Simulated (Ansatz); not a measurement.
Basis-set extrapolation for C2H8BNO (`COBCN`) (PBE0-D4/def2-TZVP geometry, frozen core, the Gaussian-basis code of Ansatz). Multiplicity 1, RHF reference.

|  | def2-TZVPP | def2-QZVPP |
| --- | --- | --- |
| HF | -234.514487 | -234.526191 |
| MP2 correlation | -0.899462 | -0.962427 |
| CCSD(T) correlation | -0.978255 | not run |

Energies in hartree. Use E(X) = E(∞) + A·exp(−7.88·√X) for Hartree–Fock and E(X) = E(∞) + B·X^(−2.97) for correlation, with X = 3 and 4, and add CCSD(T) minus MP2 of the smaller set to the MP2 limit.

What is the CCSD(T) energy at the basis-set limit?

HF limit: -234.526191 + (-0.011704) × 0.13774 = -234.52780. MP2 limit: -0.962427 + (-0.062965) × 0.74074 = -1.00907. Higher-order term: -0.978255 − (-0.899462) = -0.07879. Total: -235.61566 hartree, 77.1 kcal/mol below CCSD(T)/def2-TZVPP.
